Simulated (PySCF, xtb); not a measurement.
C₃H₉SSi, SMILES C[Si](C)(C)[S] (connectivity only; charge and spin as stated), charge -1, multiplicity 1.

GFN2-xTB (xtb) at its own geometry gives an orbital gap of 5.63 eV.

The structure is a stationary point at B3LYP-D3(BJ)/def2-SVPD. The multiplicity is an assumed one; other spin states were not compared. The isomer is the one that the SMILES or the coordinates give; other isomers of the formula were not compared.

**Question.** What does PBE/def2-SVPD (PySCF) give? (An estimate is asked for; the answer gives what the named calculation found.)

**Answer.** gap 3.31 eV (levels 0.03 and 3.34 eV).
